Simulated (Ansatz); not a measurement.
CH6AlClGe. Total charge 0; spin multiplicity 1. Correlated methods include outer-core shells of Ge, which these sets cover unevenly. Scalar relativity is left out up to krypton. The bonds changed during the relaxation, so this is another structure than the one it started from.

Z-matrix (Å, degrees):
```
Al
Cl 1 2.435
C 1 1.965 2 48.8
H 1 1.582 2 109.1 3 -111.1
H 1 1.581 2 109.0 3 109.9
Ge 3 1.953 1 124.1 2 106.5
H 3 1.089 1 118.1 2 -100.8
H 6 1.534 3 108.9 1 -29.0
H 6 1.539 3 111.3 1 -150.1
H 6 1.539 3 107.0 1 90.1
```

Problem. Give the diagnostics of a CCSD(T)/def2-TZVPP run (frozen core, Ansatz). (An estimate is asked.)

Solution. Computed: T1 = 0.0116, largest single amplitude 0.013, largest double 0.017, (T) share of the correlation energy 3.9 %, 9 CCSD cycles. The RHF solution is stable towards an unrestricted one. T1 lies under the customary mark of 0.02 for closed shells.
